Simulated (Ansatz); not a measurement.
Gas-phase electronic energies from Ansatz, PBE0-D4/def2-TZVP geometries. CCSD(T)/CBS adds triple-zeta CCSD(T) − MP2 to the extrapolated MP2 energy (def2 sets, frozen cores). Functionals use def2-TZVPP. def2 core potentials past Kr. For Sn outer-core shells are correlated without core-valence functions, which leaves a few kJ/mol of doubt a bond. One conformer a species, not always the lowest.

Reaction (isomerisation): `[SnH3][SiH]1CO1` → `O[SiH]1[CH2][SnH2]1`

| level | ΔE (kJ/mol) |
| --- | --- |
| r2SCAN-D4 | -97.6 |
| PBE0-D4 | -95.1 |
| B2PLYP | -97.0 |
| SCS-MP2/def2-TZVPP | -99.2 |
| CCSD/def2-TZVPP | -95.9 |
| CCSD(T)/def2-TZVPP | -97.5 |
| HF/def2-QZVPP | -85.7 |
| CCSD/CBS(def2) | -103.7 |

(1) What does CCSD(T)/CBS give? (Estimate.)

Largest T1 diagnostic among the species: 0.015.

## Answers

(1) Computed: -105.3 kJ/mol. The listed levels differ from it by 7.7, 10.2, 8.3, 6.1, 9.4, 7.8, 19.6, 1.6 kJ/mol.

From PBE to PBE0 (25 % exact exchange), in def2-TZVPP and without D4, ΔE moves by −4.5 kJ/mol. In def2-TZVPP, CCSD(T) changes the Hartree–Fock value by −11.4 kJ/mol (the triples alone add −1.6 kJ/mol) and MP2 by −23.9 kJ/mol.
